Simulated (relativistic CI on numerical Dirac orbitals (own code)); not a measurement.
## Pb V: computed level list

These numbers are calculated, not measured: Dirac-Coulomb-Breit CI, orbitals from a KLI potential per configuration, QED by a radiative potential, valence Slater integrals scaled by 0.85, P86 correlation energy added to each configuration (own radial code, finite nucleus).

Configurations in the expansion (outside the closed core [Xe] 4f14): 5d10, 5d9.6s, 5d9.5f, 5d9.6p, 5d9.7s, 5d9.6d, 5d9.7p, 5d9.7d, 5d9.8s, 5d9.6f, 5d9.8p, 5d9.5g, 5d9.8d, 5d9.7f. Double excitations out of closed p, d and f shells are left out; levels of such configurations are missing from the list, as are those of other unlisted configurations, and high levels can miss mixing partners.

| No. | Configuration | Term | J | E (eV) | % | Next component (%) | Landé g | jj configuration (%) |
| --- | --- | --- | --- | --- | --- | --- | --- | --- |
| 1 | 5d10 | 1S | 0 | 0.0000 | 100 |  |  | closed (100) |
| 2 | 5d9.6s | 3D | 3 | 14.6106 | 100 |  | 1.333 | 5d5/2^5 6s (100) |
| 3 | 5d9.6s | 3D | 2 | 15.1410 | 60 | 40 1D | 1.099 | 5d5/2^5 6s (96) |
| 4 | 5d9.6s | 3D | 1 | 17.2283 | 100 |  | 0.498 | 5d3/2^3 5d5/2^6 6s (100) |
| 5 | 5d9.6s | 1D | 2 | 17.7137 | 59 | 40 3D | 1.067 | 5d3/2^3 5d5/2^6 6s (96) |
| 6 | 5d9.6p | 3P° | 2 | 25.0638 | 67 | 23 3D° | 1.368 | 5d5/2^5 6p1/2 (96) |
| 7 | 5d9.6p | 3F° | 3 | 25.3678 | 50 | 33 1F° | 1.096 | 5d5/2^5 6p1/2 (99) |
| 8 | 5d9.6p | 3F° | 2 | 27.7063 | 84 | 8 3P° | 0.769 | 5d3/2^3 5d5/2^6 6p1/2 (88) |
| 9 | 5d9.6p | 3P° | 1 | 27.9646 | 67 | 33 3D° | 1.169 | 5d3/2^3 5d5/2^6 6p1/2 (52) |
| 10 | 5d9.6p | 3F° | 4 | 28.0661 | 100 |  | 1.250 | 5d5/2^5 6p3/2 (100) |
| 11 | 5d9.6p | 1D° | 2 | 28.5567 | 66 | 20 3P° | 1.118 | 5d5/2^5 6p3/2 (85) |
| 12 | 5d9.6p | 3D° | 3 | 28.8280 | 74 | 25 1F° | 1.248 | 5d5/2^5 6p3/2 (99) |
| 13 | 5d9.6p | 1P° | 1 | 28.9790 | 87 | 9 3D° | 0.970 | 5d5/2^5 6p3/2 (53) |
| 14 | 5d9.6p | 3P° | 0 | 30.2255 | 100 |  |  | 5d3/2^3 5d5/2^6 6p3/2 (100) |
| 15 | 5d9.6p | 3F° | 3 | 30.9387 | 49 | 42 1F° | 1.072 | 5d3/2^3 5d5/2^6 6p3/2 (100) |
| 16 | 5d9.6p | 3D° | 1 | 31.0324 | 58 | 30 3P° | 0.859 | 5d3/2^3 5d5/2^6 6p3/2 (94) |
| 17 | 5d9.6p | 3D° | 2 | 31.3585 | 57 | 25 1D° | 1.077 | 5d3/2^3 5d5/2^6 6p3/2 (99) |
| 18 | 5d9.6d | 3S | 1 | 40.4384 | 65 | 32 3P | 1.797 | 5d5/2^5 6d3/2 (80) |
| 19 | 5d9.6d | 3G | 4 | 40.8349 | 52 | 45 1G | 1.034 | 5d5/2^5 6d3/2 (98) |
| 20 | 5d9.6d | 3P | 2 | 40.9397 | 47 | 45 3D | 1.293 | 5d5/2^5 6d3/2 (91) |
| 21 | 5d9.6d | 1P | 1 | 41.0986 | 57 | 25 3D | 0.997 | 5d5/2^5 6d5/2 (81) |
| 22 | 5d9.6d | 3G | 5 | 41.1163 | 100 |  | 1.200 | 5d5/2^5 6d5/2 (100) |
| 23 | 5d9.6d | 3F | 3 | 41.1249 | 43 | 38 3D | 1.147 | 5d5/2^5 6d3/2 (93) |
| 24 | 5d9.6d | 1F | 3 | 41.4239 | 45 | 43 3D | 1.134 | 5d5/2^5 6d5/2 (92) |
| 25 | 5d9.6d | 1D | 2 | 41.4526 | 53 | 27 3P | 1.103 | 5d5/2^5 6d5/2 (90) |
| 26 | 5d9.6d | 3F | 4 | 41.5431 | 83 | 15 1G | 1.209 | 5d5/2^5 6d5/2 (98) |
| 27 | 5d9.7s | 3D | 3 | 42.0640 | 98 | 1 5d9.6d 3D | 1.331 | 5d5/2^5 7s (98) |
| 28 | 5d9.6d | 3P | 0 | 42.0871 | 86 | 14 1S |  | 5d5/2^5 6d5/2 (76) |
| 29 | 5d9.7s | 1D | 2 | 42.1712 | 56 | 43 3D | 1.070 | 5d5/2^5 7s (99) |
| 30 | 5d9.6d | 1P | 1 | 43.3935 | 42 | 22 3D | 1.173 | 5d3/2^3 5d5/2^6 6d3/2 (74) |
| 31 | 5d9.6d | 3G | 3 | 43.4570 | 84 | 14 1F | 0.792 | 5d3/2^3 5d5/2^6 6d3/2 (97) |
| 32 | 5d9.5f | 3P° | 0 | 43.4675 | 99 |  |  | 5d5/2^5 5f5/2 (99) |
| 33 | 5d9.5f | 3P° | 1 | 43.6703 | 88 | 11 3D° | 1.389 | 5d5/2^5 5f5/2 (78) |
| 34 | 5d9.6d | 3D | 1 | 43.7154 | 50 | 39 3P | 1.033 | 5d3/2^3 5d5/2^6 6d5/2 (74) |
| 35 | 5d9.6d | 3F | 2 | 43.8475 | 47 | 39 1D | 0.898 | 5d3/2^3 5d5/2^6 6d3/2 (92) |
| 36 | 5d9.6d | 3G | 4 | 43.8687 | 46 | 40 1G | 1.056 | 5d3/2^3 5d5/2^6 6d5/2 (100) |
| 37 | 5d9.5f | 3P° | 2 | 43.9512 | 59 | 23 3D° | 1.337 | 5d5/2^5 5f7/2 (76) |
| 38 | 5d9.6d | 3D | 2 | 44.0072 | 44 | 34 3F | 1.040 | 5d3/2^3 5d5/2^6 6d5/2 (92) |
| 39 | 5d9.5f | 3H° | 6 | 44.0578 | 100 |  | 1.167 | 5d5/2^5 5f7/2 (100) |
| 40 | 5d9.6d | 3F | 3 | 44.1657 | 51 | 30 1F | 1.094 | 5d3/2^3 5d5/2^6 6d5/2 (98) |
| 41 | 5d9.5f | 3H° | 5 | 44.2762 | 56 | 43 1H° | 1.020 | 5d5/2^5 5f5/2 (98) |
| 42 | 5d9.5f | 3F° | 2 | 44.5328 | 38 | 36 1D° | 0.917 | 5d5/2^5 5f5/2 (79) |
| 43 | 5d9.5f | 3D° | 3 | 44.5448 | 56 | 39 3F° | 1.215 | 5d5/2^5 5f5/2 (50) |
| 44 | 5d9.5f | 3F° | 4 | 44.6353 | 78 | 13 1G° | 1.200 | 5d5/2^5 5f7/2 (92) |
| 45 | 5d9.7s | 3D | 1 | 44.7001 | 99 |  | 0.499 | 5d3/2^3 5d5/2^6 7s (99) |

Energies count from the lowest computed level; ° marks odd parity. Filled j subshells are mostly left out of the jj labels.

The mean weight of the leading LS term, summed over parents, in these 45 levels is 69 %, and that of the leading jj configuration (from the same eigenvectors) 90 %, so jj coupling describes them better and the LS labels are nominal.

At this charge configurations can still be misplaced by up to about 7 % of their energy. Levels and lines within the n = 5 or 6 shells can be off by up to 10 % or somewhat more, and those that change n by about 2 %, since core polarisation is missing. 18 of the 21 excited levels that our extract of the measured tables holds in this range could be paired (the sources list more); they are missed by 8128 cm⁻¹ on average and 31360 at most, and levels without a partner can miss by more. Levels that differ in their count of f electrons can be misplaced by several ten thousand cm⁻¹, since the correlation energy of f electrons is missing or only estimated; rates across such gaps can be off by orders of magnitude.

LS names give the leading component of a level, which can be under half, so a name can repeat, a term be missing and a line seem to break the LS rules.
